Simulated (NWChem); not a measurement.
C₄H₄ClF; SMILES F[C@@H]1CC=C1Cl

```xyz
10

F      1.5252     1.3067     0.2465
C      0.4095     0.9431    -0.4448
C     -0.9036     1.6732    -0.0526
C     -1.4586     0.2992     0.2536
C     -0.2912    -0.3096     0.0010
Cl     0.2528    -1.9249     0.0551
H      0.6425     0.9744    -1.5233
H     -0.7559     2.3213     0.8251
H     -1.3983     2.2453    -0.8546
H     -2.4517    -0.0598     0.5280
```
Atoms are numbered in this order, from 1.

Program: NWChem. Geometry: optimised at PBE0/def2-SVP. Level: M06-2X/def2-SVP with COSMO at NWChem's default radii, gas-phase geometry; the question gives the dielectric constant.

Predict the results for dielectric constant 1.5. Quantities: electrostatic solvation energy (kcal/mol); dipole in solution (D).


```yaml
electrostatic solvation energy (kcal/mol): -1.0
dipole in solution (D): 2.47
```
